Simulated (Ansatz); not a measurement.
Geometry optimisation, RHF/def2-SVP (Ansatz 0.2.0).

Input:

```yaml
crystal:
  periodic: [false, false, false]
  atoms:
    - { symbol: Mo, position_ang: [-0.224987, -0.64399, 0.098944] }
    - { symbol: Cl, position_ang: [-0.278547, -0.30892, 2.396234] }
    - { symbol: Cl, position_ang: [2.627933, -0.713349, 0.158876] }
    - { symbol: Cl, position_ang: [0.439407, 3.539431, 0.359963] }
    - { symbol: Cl, position_ang: [-2.50817, -0.483678, -0.219896] }
    - { symbol: F, position_ang: [-0.072951, -2.445974, 0.175758] }
    - { symbol: F, position_ang: [0.156162, 0.542676, -1.202098] }
    - { symbol: O, position_ang: [0.996702, 2.05645, 0.902259] }
    - { symbol: H, position_ang: [2.708507, 0.565774, 0.152093] }
    - { symbol: H, position_ang: [0.733645, 1.98628, 1.836667] }
basis:
  gaussian: { orbitals: def2-SVP }
hamiltonian:
  xc: hf
relax:
  f_tol: 0.03
  max_steps: 50
```

Command:

```bash
$ ansatz run input.yaml --threads 4 --pin off --max-ram 5120MiB --backend cpu --events-out ev --progress --plain --runs-dir out
```

Q: Where does it end, and by what steps?

A: The run converged. The force dipped under the threshold on the way, but the program's further checks kept it going. After 27 steps the energy has fallen by 0.317 eV; Cl4 moved furthest, 1.52 Å.

| step | energy less start (eV) | largest force component (eV/Å) | accepted |
| --- | --- | --- | --- |
| 0 | 0.0000 | 1.168 | yes |
| 1 | -0.0520 | 0.703 | yes |
| 2 | -0.0666 | 1.160 | yes |
| 3 | -0.0710 | 1.586 | yes |
| 4 | -0.0943 | 0.773 | yes |
| 5 | -0.1544 | 1.092 | yes |
| 6 | -0.1854 | 0.658 | yes |
| 7 | -0.2239 | 0.446 | yes |
| 8 | -0.2445 | 0.328 | yes |
| 9 | -0.2691 | 0.275 | yes |
| 10 | -0.2899 | 0.280 | yes |
| 11 | -0.2991 | 0.223 | yes |
| 12 | -0.3046 | 0.118 | yes |
| 13 | -0.3085 | 0.085 | yes |
| 14 | -0.3104 | 0.138 | yes |
| 15 | -0.3125 | 0.101 | yes |
| 16 | -0.3139 | 0.083 | yes |
| 17 | -0.3147 | 0.131 | yes |
| 18 | -0.3153 | 0.119 | yes |
| 19 | -0.3159 | 0.094 | yes |
| 20 | -0.3162 | 0.074 | yes |
| 21 | -0.3165 | 0.056 | yes |
| 22 | -0.3167 | 0.072 | yes |
| 23 | -0.3169 | 0.077 | yes |
| 24 | -0.3171 | 0.044 | yes |
| 25 | -0.3173 | 0.013 | yes |
| 26 | -0.3174 | 0.050 | yes |
| 27 | -0.3175 | 0.024 | yes |

```xyz
10
Properties=species:S:1:pos:R:3
Mo -0.524 -1.009 -0.122
Cl -0.761 0.319 1.779
Cl 2.210 -0.269 -0.275
Cl 1.785 3.927 0.946
Cl -2.706 -1.761 -0.167
F 0.234 -2.559 0.390
F -0.650 0.114 -1.525
O 1.817 2.329 1.422
H 2.190 0.860 0.363
H 0.984 2.143 1.848
```

Whether the end is a true minimum wasn't checked by a vibrational analysis.

The run took 110 s on 4 threads of Arm Neoverse V1, with other jobs on the host, peak memory 0.61 GiB.
